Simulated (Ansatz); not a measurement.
Basis-set extrapolation for Cl2F2H2Si2 (`F[Si@H](Cl)[Si@@H](F)Cl`) (PBE0-D4/def2-TZVP geometry, frozen core, the Gaussian-basis code of Ansatz). Multiplicity 1, RHF reference.

```
                       def2-TZVPP    def2-QZVPP
                 HF  -1697.291145  -1697.344785
    MP2 correlation     -1.100876     -1.209190
CCSD(T) correlation     -1.192847       not run
```

Energies in hartree. Use E(X) = E(∞) + A·exp(−7.88·√X) for Hartree–Fock and E(X) = E(∞) + B·X^(−2.97) for correlation, with X = 3 and 4, and add CCSD(T) minus MP2 of the smaller set to the MP2 limit.

Question: What is the CCSD(T) energy at the basis-set limit?

Answer: HF limit: -1697.344785 + (-0.053640) × 0.13774 = -1697.35217. MP2 limit: -1.209190 + (-0.108314) × 0.74074 = -1.28942. Higher-order term: -1.192847 − (-1.100876) = -0.09197. Total: -1698.73356 hartree, 156.6 kcal/mol below CCSD(T)/def2-TZVPP.
